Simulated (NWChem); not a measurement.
Molecule: SrHSBr; SMILES [SH][Sr][Br]

```xyz
4

Sr    -0.3659     0.5647    -0.0001
Br     0.1811    -2.1643     0.0000
S      0.5180     3.1618    -0.0001
H     -0.7243     3.7009     0.0049
```
Atoms are numbered in this order, from 1.

Results from NWChem. Coordinates come from a PBE0/def2-SVP optimisation. Not confirmed as a minimum by frequencies. def2 effective core potentials on Sr; no spin-orbit coupling. Ions are spin-unrestricted doublets at the neutral geometry; other ion states weren't tried.

For level PBE/def2-SVP:

| Property | Result |
|---|---|
| vertical ionisation energy, ΔSCF (eV) | 8.25 |
| −ε(HOMO) (eV) | 5.32 |

Q: How do the values read with level PBE0/def2-SVP instead?

A: 
* **vertical ionisation energy, ΔSCF (eV)**: 8.59
* **−ε(HOMO) (eV)**: 6.45
